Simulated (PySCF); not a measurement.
CrO₂F₂, SMILES [O]=[Cr](=[O])([F])[F], multiplicity 1. Atoms are numbered in the order given.

```xyz
5

Cr     0.0000     0.0000     0.0517
O      0.0000     1.2351     0.9460
O      0.0000    -1.2351     0.9460
F     -1.3833     0.0000    -0.9098
F      1.3833     0.0000    -0.9098
```

Geometry: PBE0-D3(BJ)/def2-SVP. The multiplicity is an assumed one; other spin states were not compared. The isomer is the one that the SMILES or the coordinates give; other isomers of the formula were not compared.

Two levels are set side by side: PBE/pcSseg-1 (PySCF) and HF/pcSseg-1 (PySCF). GIAO shifts against CFCl3 (¹⁹F), H2O (¹⁷O) at the same level; non-relativistic, no solvent, atoms listed together averaged. Differences are taken from unrounded values.

```csv
quantity,HF
"δ(¹⁷O) of O2, O3 (ppm)",7992.3
"δ(¹⁹F) of F4, F5 (ppm)",-136.2
```

Task: What does PBE give, and how far is it from HF? (An estimate is asked for; the answer gives what the named calculation found.)

Result: 
```tsv
quantity	PBE	PBE minus HF
δ(¹⁷O) of O2, O3 (ppm)	1259.1	-6733.2
δ(¹⁹F) of F4, F5 (ppm)	236.8	372.9
```

Rough cost on one machine, each run with all the roots and properties that it gave: HF against PBE within a factor of 2.
